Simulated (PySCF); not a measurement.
VI2 holds V(II), d3, at total charge 0. The structure is a model geometry with rigid ligands and bond lengths from ionic radii, not a minimum; coordination linear, point group D∞h, metal–donor distances 2.61 Å.

Method (PySCF 2.14, density fitting): CASSCF(3,5) with orbitals averaged over all microstates of the shell, strongly contracted NEVPT2 on the averaged canonical orbitals; basis x2c-TZVPall on the metal, x2c-SVPall elsewhere; spin-free X2C; gas phase; spin-orbit coupling by state interaction with the mean-field operator over all roots.

CASSCF energies above the lowest CASSCF root:

```tsv
state	CASSCF / cm⁻¹
4Σg-	0
4Πg	536
4Δg	1944
4Φg	2201
4Πg	13116
2Φg	14051
2Γg	14341
2Δg	14498
2Πg	15028
2Σg+	15127
2Hg	16106
2Πg	17235
4Σg-	18103
2Γg	18328
2Σg-	18809
2Φg	19246
2Δg	20192
2Πg	20530
2Σg+	20659
2Δg	20924
2Σg-	21176
2Πg	22161
```

**Question.** How does dynamic correlation (SC-NEVPT2) move these states?

**Answer.** 
| state | NEVPT2 / cm⁻¹ | shift / cm⁻¹ |
| --- | --- | --- |
| 4Σg- | 0 | 0 |
| 4Πg | 1542 | +1006 |
| 4Δg | 3977 | +2032 |
| 4Φg | 2735 | +535 |
| 4Πg | 11608 | -1509 |
| 2Φg | 13400 | -651 |
| 2Γg | 13206 | -1135 |
| 2Δg | 13527 | -971 |
| 2Πg | 14452 | -577 |
| 2Σg+ | 14305 | -822 |
| 2Hg | 16190 | +84 |
| 2Πg | 15679 | -1556 |
| 4Σg- | 16449 | -1653 |
| 2Γg | 18301 | -27 |
| 2Σg- | 16604 | -2205 |
| 2Φg | 18445 | -801 |
| 2Δg | 18972 | -1220 |
| 2Πg | 19558 | -972 |
| 2Σg+ | 18256 | -2404 |
| 2Δg | 19080 | -1843 |
| 2Σg- | 20990 | -186 |
| 2Πg | 20152 | -2009 |

NEVPT2 lifts 4Φg from 2201 to 2735 cm⁻¹; on the d shell alone such lifts tend to overshoot.
